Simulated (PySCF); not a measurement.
# AsON: from structure and modes to constants

Level of theory: PBE0/[As def2-TZVP, O def2-TZVP, N def2-TZVP], no relativity, density fitting, PySCF.

The singlet minimum has C∞v symmetry. Masses (u): As 74.92160, O 15.99492, N 14.00307.

```xyz
3
charge 0 multiplicity 1, angstrom
As    0.0305    0.0000    0.0002
O    -1.5767    0.0000   -0.0100
N     1.6379    0.0000    0.0104
```

Harmonic wavenumbers (cm⁻¹): 166.9 (π, ×2), 956.9 (σ+, ×1), 1147.6 (σ+, ×1).

Q: Find the principal moments of inertia and the rotational constants. What kind of rotor is it?

A: About the centre of mass I = 77.404 u Å². With B = 16.8576/I this gives 0.2178 cm⁻¹. The molecule is linear.

Q: What is the harmonic zero-point energy?

A: Half the sum of all 4 wavenumbers, 2438/2 = 1219 cm⁻¹, which is 14.6 kJ/mol (1 cm⁻¹ = 0.0119627 kJ/mol).

Q: Find the vibrational entropy and heat capacity at 298.15 K.

A: With u = 1.43878 ω/T, each mode gives S = R[u/(eᵘ−1) − ln(1−e⁻ᵘ)] and C = R u² eᵘ/(eᵘ−1)².
```tsv
ω (cm⁻¹)	u	S (J/(mol K))	C (J/(mol K))
166.9 (×2)	0.806	10.33	7.88
956.9	4.618	0.47	1.79
1147.6	5.538	0.21	1.01
```
The sums over all modes are S = 21.3 and C = 18.6 J/(mol K); the softest mode gives 48 % of the entropy (each member, where degenerate).

Q: Give the standard entropy (298.15 K, 1 bar) by its translational, rotational, vibrational and spin parts, and Cp.

A: Sackur–Tetrode with M = 104.92 u gives 166.9; rotation with symmetry number 1 gives 65.3; vibration 21.3; spin R ln 1 = 0.0. The total is 253.6 J/(mol K), and Cp = 7/2 R + 18.6 = 47.7 J/(mol K).

This need not be the most stable arrangement of these atoms.
